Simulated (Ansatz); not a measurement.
Consider the substitution at a C–C bond: `C=C=C[CH2][GeH3]` + H–F → `C=C=CF` + `[CH3][GeH3]`.

Program: Ansatz. Geometries: PBE0-D4/def2-TZVP. ΔE: electronic, gas phase. CCSD(T)/CBS adds triple-zeta CCSD(T) − MP2 to the extrapolated MP2 energy (def2 sets, frozen cores). This one scheme is used for every species. Functionals use def2-TZVPP. B3LYP here is the variant with VWN-RPA as its local correlation; programs differ in this. For Ge outer-core shells are correlated without core-valence functions, which leaves a few kJ/mol of doubt a bond. Scalar relativity is left out up to krypton. One conformer a species, not always the lowest.

(1) Is it downhill or uphill in electronic energy at CCSD(T)/CBS, and by how much? (An estimate is asked.)

(2) What do these levels give: PBE-D4, r2SCAN-D4, PBE0-D4, r2SCAN, B3LYP, HF/CBS(def2)? (Best estimate.)

Largest T1 diagnostic among the species: 0.013.

Answers

(1) The calculation gave: Uphill: ΔE = +16.1 kcal/mol.

(2) Ansatz gave: PBE-D4 12.3, r2SCAN-D4 11.9, PBE0-D4 13.7, r2SCAN 11.4, B3LYP 9.6, HF/CBS(def2) 10.0 kcal/mol.

From PBE to PBE0 (25 % exact exchange), in def2-TZVPP and without D4, ΔE moves by +1.6 kcal/mol. The D4 term adds +2.5 kcal/mol with B3LYP and +1.5 kcal/mol with PBE0; it sums over pairs of atoms, weighted by their polarisabilities, and B3LYP, whose exchange is more repulsive, gets the larger term.
